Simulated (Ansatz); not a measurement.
```yaml
crystal:
  periodic: [false, false, false]
  atoms:
    - {symbol: C, position_ang: [-0.671425, 0.864327, -0.923013]}
    - {symbol: C, position_ang: [1.346313, -0.779142, 0.747483]}
    - {symbol: B, position_ang: [1.046313, -0.779142, 0.447483]}
    - {symbol: Ga, position_ang: [-1.098120, -0.302346, 1.491554]}
    - {symbol: H, position_ang: [-0.888183, 0.736907, -1.982846]}
    - {symbol: H, position_ang: [-1.208316, 1.686020, -0.439334]}
    - {symbol: H, position_ang: [2.205073, -0.602845, 0.674767]}
    - {symbol: H, position_ang: [0.513167, -1.761089, 0.958773]}
basis:
  gaussian: {orbitals: cc-pVTZ-DK}
hamiltonian: {xc: {name: wB97}}
```

```sh
$ ansatz run in.yaml --threads 2 --pin off --events-out ev --progress --plain --max-ram 4352MiB
```

Output, abridged:

```
Functional definition: wB97
  name "wB97"
  cite "Chai & Head-Gordon, J. Chem. Phys. 128, 084106 (2008) doi:10.1063/1.2834918"
  cite "Becke, J. Chem. Phys. 107, 8554 (1997) doi:10.1063/1.475007"
  parameter omega = 0.4/bohr
  parameter cx1 = 1.13116
  parameter cx2 = -2.74915
  parameter cx3 = 12.0900
  parameter cx4 = -5.71642
  parameter css1 = -2.55352
  parameter css2 = 11.8926
  parameter css3 = -26.9452
  parameter css4 = 17.0927
  parameter cos1 = 3.99051
  parameter cos2 = -17.0066
  parameter cos3 = 1.07292
  parameter cos4 = 8.88211
  # The coefficients of nought are those of the uniform gas.
  exchange = spin_sum(e_x_unif_sr(omega)*poly(b97_u_x, 1, cx1, cx2, cx3, cx4)) + exact_x_lr(omega)
  correlation = spin_sum(e_c_pw_same_spin*poly(b97_u_same, 1, css1, css2, css3, css4))
      + integral(e_c_pw_opposite_spin*poly(b97_u_opposite, 1, cos1, cos2, cos3, cos4))
1153 factors; their error is unknown
366 factors; integrals over basis functions are off by at most 2.3e-5 eV
mean field evaluation 1: about -55519.8959 eV, gradient 9.6e1 eV
mean field evaluation 2: about -55496.3913 eV, gradient 1.0e2 eV
mean field evaluation 4: about -55538.3944 eV, gradient 1.1e1 eV
mean field evaluation 8: about -55539.1288 eV, gradient 3.4e-1 eV
mean field evaluation 16: about -55539.1176 eV, gradient 2.1e-1 eV
mean field evaluation 32: about -55539.1327 eV, gradient 2.3e-5 eV
mean field -55539.13274418 eV, -2041.0254825723 hartree, gradient 1.2e-5 eV, S^2 0.000000; 2 other end points of the search recorded, 0 dependent functions left out
reference -55539.13273328 eV, -2041.0254821718 hartree; 26, 26 occupied and 163, 163 virtual orbitals, 1153 factors
Total energy: -55539.13273328 eV, -2041.0254821718 hartree
Relativity: scalar
```

In this input one atom was put on top of another. The run converged. The result belongs to that input, not to the molecule as meant.
